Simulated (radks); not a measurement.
Effect of the nuclear size on the titanium ion Ti2+, [Ar] 3d2. Calculated with a radial shooting solver on a logarithmic mesh with Libxc functionals: Dirac Kohn-Sham, LDA (Slater exchange, Perdew-Wang correlation), spin-unpolarised, spherical densities, finite nucleus; open shells fill j = l - 1/2 first; Fermi nuclear charge, rms radius 3.5921 fm. The rms radius is varied about that value; shifts are against it.

rms radius (fm),total energy shift (eV),density at nucleus (e/bohr^3),1s1/2 shift (meV),2s1/2 shift (meV),3s1/2 shift (meV)
3.1323,-0.0116,8472,-4.93,-0.412,-0.057
3.3299,-0.00682,8456,-2.89,-0.242,-0.033
3.5921,0,8437,0.000,0.000,0.000
3.8974,0.00857,8415,3.63,0.304,0.042
4.253,0.0194,8393,8.22,0.688,0.095

Slopes of the eigenvalues against <r^2> in GHz/fm^2, as finite differences over the two radii next to the reference (eigenvalue slopes, not the field-shift constants of lines): 1s1/2 384, 2s1/2 32.2, 3s1/2 4.43.
